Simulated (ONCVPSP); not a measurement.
carbon (C): ONCV pseudisation with PBEsol, scalar-relativistic reference atom.

The input file (ONCVPSP 4.0.1):

```
# ATOM AND REFERENCE CONFIGURATION
# atsym  z   nc   nv     iexc    psfile
  C 6.00    1    2  -116133      upf
#
#   n    l    f
    1    0    2.00
    2    0    2.00
    2    1    1.00
#
# PSEUDOPOTENTIAL AND OPTIMIZATION
# lmax
    1
#
#   l,   rc,      ep,       ncon, nbas, qcut
    0    1.10    0.00    5    8    6.10
    1    2.80    0.00    4    8    4.60
#
# LOCAL POTENTIAL
# lloc, lpopt,  rc(5),   dvloc0
    4    5    1.00    4.00
#
# VANDERBILT-KLEINMAN-BYLANDER PROJECTORs
# l, nproj, debl
    0    2    1.30
    1    1    1.20
#
# MODEL CORE CHARGE
# icmod, fcfact, rcfact
    3    4.50    1.15
#
# LOG DERIVATIVE ANALYSIS
# epsh1, epsh2, depsh
   -2.00    5.00    0.02
#
# OUTPUT GRID
# rlmax, drl
    6.00    0.01
#
# TEST CONFIGURATIONS
# ncnf
    4
# nvcnf
#   n    l    f
    2
    2    0    2.00
    2    1    2.00
#
    2
    2    0    2.00
    2    1    0.00
#
    2
    2    0    1.00
    2    1    0.00
#
    2
    2    0    0.00
    2    1    4.00
#
```

Command:

```bash
oncvpsp.x < C.dat > C.out
```

Output (shortened: citation, most of the input echo, consistency checks and plot data are left out):

```
ONCVPSP  (Optimized Norm-Conservinng Vanderbilt PSeudopotential)
scalar-relativistic version 4.0.1

#   n    l    f        energy (Ha)
    1    0    2.00    -1.0547857E+01
    2    0    2.00    -9.4151944E-01
    2    1    1.00    -6.2131130E-01

Reference configufation results
  iterations    23
  all-electron total energy (Ha)   -3.71968820D+01

Begin loop to  construct optimized pseudo wave functions
and semi-local pseudopoentials for all angular momenta

   Wellstate for l =  0  n =  3
     eigenvalue =   0.3585
     asymptotic potential =   0.8585
     half-point radius =  2.9140

Calculating optimized projector #   1

 for l=   0

    Fraction of norm inside rc  0.304378
    Optimizing pswf for qcut=   6.11 a_B^-1,  ecut=  18.67 Ha
    Residual kinetic energy error=  1.80D-03 Ha

    Energy error per electron        Cutoff
         Ha          eV             Ha
         0.01000     0.27211       13.15
         0.00100     0.02721       20.82
         0.00010     0.00272       82.23
         0.00001     0.00027      114.91

Calculating optimized projector #   2

 for l=   0

    Fraction of norm inside rc  0.101607
    Optimizing pswf for qcut=   6.11 a_B^-1,  ecut=  18.67 Ha
    Residual kinetic energy error=  1.37D-03 Ha

    Energy error per electron        Cutoff
         Ha          eV             Ha
         0.01000     0.27211       11.40
         0.00100     0.02721       20.51
         0.00010     0.00272      142.30
         0.00001     0.00027      180.40

Calculating optimized projector #   1

 for l=   1

    Fraction of norm inside rc  0.937756
    Optimizing pswf for qcut=   4.60 a_B^-1,  ecut=  10.57 Ha
    Residual kinetic energy error=  9.26D-06 Ha

    Energy error per electron        Cutoff
         Ha          eV             Ha
         0.01000     0.27211        6.25
         0.00100     0.02721        7.99
         0.00010     0.00272        9.19
         0.00001     0.00027       11.48

Construct Vanderbilt / Kleinmman-Bylander projectors

B matrix Hermiticity error, ll=   0
   1   2    5.0402E-05

  Orthonormal projector coefficients  2.9467E+01  2.7849E+00

Model core correction analysis
  based on d2Exc/dn_idn_j

d2excae - all-electron derivatives

   -6.271608D-02   -5.732621D-02
   -5.733253D-02   -5.688043D-02

d2excps - pseudofunction derivatives with no core correction

   -6.370679D-02   -5.923748D-02
   -5.923906D-02   -5.741387D-02

rms 2nd derivative error    1.462348E-03

rmatch, rhocmatch    0.5995    1.8326

Teter function model core charge with specified parameters

d2excps - pseudofunction derivatives with core correction

   -6.287177D-02   -5.903183D-02
   -5.903406D-02   -5.729873D-02

rms 2nd derivative error    1.225110E-03

Pseudoatom total energy   -4.891544

Diagnostic tests using Vanderbilt-Kleinman-Bylander pseudopotentials
  1 or more projectors used as specified by nproj input data

   l    rcore       rmatch      e in        delta e   norm test  slope test

   0   1.1035545   1.1370608  -0.9415194  -0.0000061   1.0000306   0.9999399
   0   1.1035545   1.1370608   0.3584806   0.0000090   1.0001192   1.0001192

   1   2.8059425   2.8911369  -0.6213113  -0.0000002   0.9999986   0.9999998

 Testing for bound ghosts
   n   l    E NL Schr. Eq   E Basis Diag.   E Cutoff

   1   0       -0.941526       -0.911392    213.83

   2   1       -0.621312       -0.621162     28.39

 Testing for highly-localized positive-energy ghosts
       l    <radius>/rc     E Basis Diag.   E Cutoff

Test configuration 0

   n   l     f        eae           eps        diff
   1   0  2.0000  -10.54785737
   2   0  2.0000   -0.94151944   -0.94152551   -6.07D-06
   2   1  1.0000   -0.62131130   -0.62131151   -2.12D-07

    Total energies and differences
      AE_ref= -3.71968820D+01  AE_tst= -3.71968820D+01  dif=  0.00D+00
      PS_ref= -4.89154417D+00  PS_tst= -4.89154417D+00  dif=  3.55D-15
      PSP excitation error= -3.55D-15

Test configuration 1

   n   l     f        eae           eps        diff
   1   0  2.0000   -9.99747441
   2   0  2.0000   -0.50156560   -0.50038752    1.18D-03
   2   1  2.0000   -0.19233060   -0.19785513   -5.52D-03

    Total energies and differences
      AE_ref= -3.71968820D+01  AE_tst= -3.75933575D+01  dif= -3.96D-01
      PS_ref= -4.89154417D+00  PS_tst= -5.29292668D+00  dif= -4.01D-01
      PSP excitation error=  4.91D-03

Test configuration 2

   n   l     f        eae           eps        diff
   1   0  2.0000  -11.28617539
   2   0  2.0000   -1.47651988   -1.45549577    2.10D-02

    Total energies and differences
      AE_ref= -3.71968820D+01  AE_tst= -3.63142155D+01  dif=  8.83D-01
      PS_ref= -4.89154417D+00  PS_tst= -4.02578885D+00  dif=  8.66D-01
      PSP excitation error=  1.69D-02

Test configuration 3

   n   l     f        eae           eps        diff
   1   0  2.0000  -12.14149460
   2   0  1.0000   -2.05186602   -2.02187186    3.00D-02

    Total energies and differences
      AE_ref= -3.71968820D+01  AE_tst= -3.45515773D+01  dif=  2.65D+00
      PS_ref= -4.89154417D+00  PS_tst= -2.28824697D+00  dif=  2.60D+00
      PSP excitation error=  4.20D-02

Test configuration 4

   n   l     f        eae           eps        diff
   1   0  2.0000  -10.06377699
   2   1  4.0000   -0.22248543   -0.23264690   -1.02D-02

    Total energies and differences
      AE_ref= -3.71968820D+01  AE_tst= -3.69733074D+01  dif=  2.24D-01
      PS_ref= -4.89154417D+00  PS_tst= -4.68232326D+00  dif=  2.09D-01
      PSP excitation error=  1.44D-02
```

The run took about 2.6 s on one core of a shared server CPU.
